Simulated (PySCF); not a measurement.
C2H6NO4S2 (charge -1).
SMILES: `CS(=O)(=O)[N-]S(C)(=O)=O`

Four sets of settings were typed for PySCF runs (density fitting) on one GFN2-xTB geometry. Runs with no stated cap are allowed at least 80 cycles.

**Question.** One run ended without self-consistency. Which?
A. PBE0/pcSseg-1
B. PBE0/def2-SVP, grid level 0, DIIS off, at most 60 cycles
C. wB97X/pcSseg-0, IEF-PCM dichloromethane, fitting basis def2-universal-jkfit, energy threshold 1e-11 Eh
D. BHandHLYP/def2-SVPD, energy threshold 1e-06 Eh, level shift 0.1 Eh

**Answer.** B. The energy swings between two values 0.023 Eh apart, cycle after cycle, with a gradient of 1.5e+01 at cycle 60; DIIS was off. Go back to DIIS and a finer grid. Its energy and orbitals aren't self-consistent and shouldn't be used.

The end of its output:
```
cycle  50  E = -571.0316833366  dE = -2.350e-02  |g| = 1.462e+01  |ddm| = 1.282e+02
cycle  51  E = -571.0081878536  dE =  2.350e-02  |g| = 1.461e+01  |ddm| = 1.282e+02
cycle  52  E = -571.0316833366  dE = -2.350e-02  |g| = 1.462e+01  |ddm| = 1.282e+02
cycle  53  E = -571.0081878536  dE =  2.350e-02  |g| = 1.461e+01  |ddm| = 1.282e+02
cycle  54  E = -571.0316833366  dE = -2.350e-02  |g| = 1.462e+01  |ddm| = 1.282e+02
cycle  55  E = -571.0081878536  dE =  2.350e-02  |g| = 1.461e+01  |ddm| = 1.282e+02
cycle  56  E = -571.0316833366  dE = -2.350e-02  |g| = 1.462e+01  |ddm| = 1.282e+02
cycle  57  E = -571.0081878536  dE =  2.350e-02  |g| = 1.461e+01  |ddm| = 1.282e+02
cycle  58  E = -571.0316833366  dE = -2.350e-02  |g| = 1.462e+01  |ddm| = 1.282e+02
cycle  59  E = -571.0081878536  dE =  2.350e-02  |g| = 1.461e+01  |ddm| = 1.282e+02
cycle  60  E = -571.0316833366  dE = -2.350e-02  |g| = 1.462e+01  |ddm| = 1.282e+02
SCF not converged, last energy = -571.0316833366
```

The others met their thresholds:

| settings | basis functions | SCF cycles | E (Eh) | HOMO (eV) | LUMO (eV) |
| --- | --- | --- | --- | --- | --- |
| BHandHLYP/def2-SVPD, energy threshold 1e-06 Eh, level shift 0.1 Eh | 254 | 8 | -1231.0113 | -5.15 | 4.25 |
| wB97X/pcSseg-0, IEF-PCM dichloromethane, fitting basis def2-universal-jkfit, energy threshold 1e-11 Eh | 101 | 13 | -1229.4285 | -9.48 | 4.42 |
| PBE0/pcSseg-1 | 197 | 15 | -1230.9803 | -3.42 | 5.42 |

Cycle counts include a coarse-grid stage where the run had one.

Shape of the structure used: `[CH3:1][S:2](=[O:3])(=[O:4])[N-:5][S:6]([CH3:7])(=[O:8])=[O:9]`: C1–S2–N5–S6 75°, S2–N5–S6–C7 75°.
